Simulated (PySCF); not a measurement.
Electric field gradients and quadrupole coupling constants

Compound: C4H12AlF2N.
Z-matrix (Å and degrees, PBE0-D3(BJ)/def2-SVP geometry), rows numbered from 1:
```
C 
N   1  1.4717
C   2  1.4712  1  110.41
C   2  1.4689  1  110.23  3  -122.03
Al  2  2.0581  1  109.32  3   120.06
C   5  2.0345  2  102.45  1   -61.36
F   6  1.3824  5  111.63  2   -60.84
F   6  1.3839  5  112.00  2    57.47
H   1  1.0983  2  109.21  3   179.80
H   1  1.0970  2  109.55  3   -61.63
H   1  1.1038  2  110.42  3    59.61
H   3  1.0986  2  109.27  1   178.76
H   3  1.1037  2  110.47  1   -60.95
H   3  1.0971  2  109.62  1    60.32
H   4  1.0987  2  109.48  1   -59.56
H   4  1.1039  2  110.60  1    60.90
H   4  1.0986  2  109.50  1  -178.62
H   5  1.6038  2  101.37  1    56.81
H   5  1.6033  2  101.26  1  -179.43
H   6  1.1078  5  115.74  2   178.35
```

Field gradients from the PBE0/pcSseg-1 density (PySCF, non-relativistic), principal values in atomic units, ordered |Vxx| ≤ |Vyy| ≤ |Vzz|:

```
atom      Vxx      Vyy      Vzz
  N2   0.3896   0.4094  -0.7991
 Al5  -0.2802  -0.4608   0.7410
```

**Question.** Find the asymmetry η = (Vxx − Vyy)/Vzz and the couplings χ = eQV/h (234.96 MHz × Q in barn × V in au), with Q(14N) = 0.02044 b, Q(27Al) = 0.1466 b.

**Answer.** 
```csv
atom,environment,nucleus,η,χzz (MHz),χxx (MHz),χyy (MHz)
N2,nitrogen bonded to Al and 3 C,14N,0.02,-3.838,1.871,1.966
Al5,"aluminium bonded to C, N and 2 H",27Al,0.24,25.53,-9.65,-15.87
```

The gradient is axial or nearly so (η below 0.05) at N2. 

**Question.** What is Vzz at N2 in SI units (1 au = 9.71736 × 10²¹ V/m²)?

**Answer.** -0.7991 au = -7.765 × 10²¹ V/m².

**Question.** What couplings would deuterons (Q(2H) = 0.00286 b) have in place of the hydrogens, at this geometry?

**Answer.** 
```
atom  bonded to  bond length (Å)  Vzz (au)     η  χzz (kHz)
  H9         C1            1.098    0.2854  0.08        192
 H10         C1            1.097    0.2782  0.09        187
 H11         C1            1.104    0.2801  0.08        188
 H12         C3            1.099    0.2848  0.08        191
 H13         C3            1.104    0.2802  0.08        188
 H14         C3            1.097    0.2791  0.09        188
 H15         C4            1.099    0.2842  0.07        191
 H16         C4            1.104    0.2795  0.08        188
 H17         C4            1.099    0.2842  0.07        191
 H18        Al5            1.604    0.1040  0.07         70
 H19        Al5            1.603    0.1042  0.07         70
 H20         C6            1.108    0.2650  0.07        178
```

Isolated species at its PBE0-D3(BJ)/def2-SVP geometry (one conformer only). A larger basis could move these couplings by a tenth or more.
